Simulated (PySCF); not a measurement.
From a computed spectrum to the compound

A species of 3 atoms with charge 2 has these harmonic modes (PBE0, small Gaussian bases with core potentials, PySCF 2.14.0):

| cm⁻¹ | km/mol | symmetry |
| --- | --- | --- |
| 172 | 10.3 | σ+ |
| 211 | 0.2 | π |
| 211 | 0.2 | π |
| 2382 | 16.7 | σ+ |

Which species is it, and in which structure?

[Nd(CO)]2+ (singlet in the valence; each metal's 4f electrons, 4 of them, lie in its core potential, out of spins and levels):
```xyz
3

Nd    0.0000    0.0000   -0.5854
C     0.0000    0.0000    2.3300
O     0.0000    0.0000    3.4457
```
Ideal gas at 298.15 K and 1 bar: S = 290.1 J/(mol K), Cp = 52.2 J/(mol K), H − H(0 K) = 13.1 kJ/mol (rigid rotor, harmonic modes, spin degeneracy alone, that of the 4f electrons in the core included). An lcecp potential fixes the number of 4f electrons, so in runs with it no electron can move into or out of that shell; real Nd(II) is rare or takes another configuration.
 This is one of several that fit.
